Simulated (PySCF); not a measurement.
This PySCF input asks for the NMR shieldings of SMILES C=CC1=CC[Si@H](Cl)C1, C6H9ClSi; the geometry comes from GFN2-xTB.

```python
import basis_set_exchange as bse
import numpy as np
from pyscf import gto, dft
from pyscf.prop import nmr

atoms = """
C     2.792616   -0.130497   -0.663398
C     1.738076   -0.889687   -0.384593
C     0.409464   -0.407162   -0.060142
C    -0.605904   -1.235633    0.199419
C    -1.960966   -0.680877    0.513141
Si   -1.715660    1.209491    0.450045
Cl   -2.832515    2.097399   -0.983537
C     0.127132    1.075154   -0.016269
H     2.745888    0.945123   -0.670246
H     3.749324   -0.563849   -0.900080
H     1.842147   -1.968041   -0.395282
H    -0.484204   -2.309561    0.182572
H    -2.689541   -1.051146   -0.212006
H    -2.294652   -1.042633    1.487239
H    -1.972207    1.891258    1.717757
H     0.785897    1.551126    0.710583
H     0.358107    1.521565   -0.985114
"""
names = dict.fromkeys(["C", "Si", "Cl", "H"], "pcSseg-1")
basis = {el: gto.basis.parse(bse.get_basis(n, elements=[el], fmt="nwchem")) for el, n in names.items()}
mol = gto.M(atom=atoms, basis=basis, charge=0, verbose=0)
mf = dft.RKS(mol, xc="PBE0")
mf.grids.level = 2
mf.grids.alignment = dft.numint.BLKSIZE   # the property module wants whole blocks of grid points
mf.conv_tol = 1e-9
mf.kernel()

calc = nmr.RKS(mf)   # GIAO
C = mf.mo_coeff
Co = C[:, mf.mo_occ > 0]
resp = mf.gen_response(singlet=True, hermi=2)
def vind(x):   # induced exchange potential for any number of trial vectors
    d = np.einsum("pi,xij,qj->xpq", C, 2 * x.reshape(-1, C.shape[1], Co.shape[1]), Co, optimize=True)
    return np.einsum("xpq,pi,qj->xij", resp(d - d.transpose(0, 2, 1)), C, Co, optimize=True).ravel()
mo1, _ = nmr.rhf.solve_mo1(calc, with_cphf=vind)
sigma = calc.kernel(mo1)
for i, s in enumerate(sigma):   # ppm
    w = np.linalg.eigvalsh((s + s.T) / 2)
    print("%2d %-2s iso %8.1f  s11 %8.1f  s22 %8.1f  s33 %8.1f" % (i, mol.atom_pure_symbol(i), w.mean(), *w))
```

**Question.** Give the expected output.

**Answer.** 
```
 0 C  iso     66.4  s11    -37.1  s22     68.1  s33    168.3
 1 C  iso     42.2  s11    -71.0  s22     48.6  s33    148.9
 2 C  iso     38.9  s11    -64.9  s22     48.1  s33    133.4
 3 C  iso     46.7  s11    -46.7  s22     56.3  s33    130.4
 4 C  iso    159.7  s11    144.3  s22    155.4  s33    179.4
 5 Si iso    326.2  s11    278.3  s22    348.1  s33    352.2
 6 Cl iso    966.0  s11    939.2  s22    970.1  s33    988.6
 7 C  iso    164.2  s11    151.3  s22    162.1  s33    179.1
 8 H  iso     26.3  s11     23.4  s22     24.5  s33     31.1
 9 H  iso     26.3  s11     24.7  s22     25.0  s33     29.2
10 H  iso     24.9  s11     22.7  s22     23.4  s33     28.5
11 H  iso     25.6  s11     23.0  s22     25.9  s33     27.9
12 H  iso     29.7  s11     25.5  s22     28.1  s33     35.5
13 H  iso     29.6  s11     25.2  s22     27.5  s33     36.1
14 H  iso     26.1  s11     22.3  s22     24.2  s33     31.7
15 H  iso     29.9  s11     25.1  s22     28.6  s33     35.8
16 H  iso     30.0  s11     25.0  s22     29.7  s33     35.2
```

These numbers come from an equivalent density-fitted implementation of the same equations, which agrees with the script to about 0.01 ppm for H and up to a few tenths of a ppm for heavy atoms, so last digits may differ.

**Question.** Turn these shieldings into chemical shifts. References, each an isolated molecule treated in the same way: TMS for ¹³C (σ = 186.93 ppm), ²⁹Si (σ = 349.16 ppm), ¹H (σ = 31.72 ppm); ³⁵Cl (σ = 949.78 ppm) vs HCl.

**Answer.** Averaging equivalent atoms: C 2: 148.1; C 1: 144.7; C 3: 140.3; C 0: 120.5; C 4: 27.2; C 7: 22.8; Si 5: 22.9; Cl 6: -16; H 10: 6.83; H 11: 6.10; H 14: 5.65; H 9: 5.42; H 8: 5.39; H 13: 2.13; H 12: 1.99; H 15: 1.87; H 16: 1.76 ppm. 

Size and cost of the density-fitted run: 195 basis functions, 74 s wall time on 1 thread of an Arm Neoverse N1, shared host; peak memory 0.86 GiB.
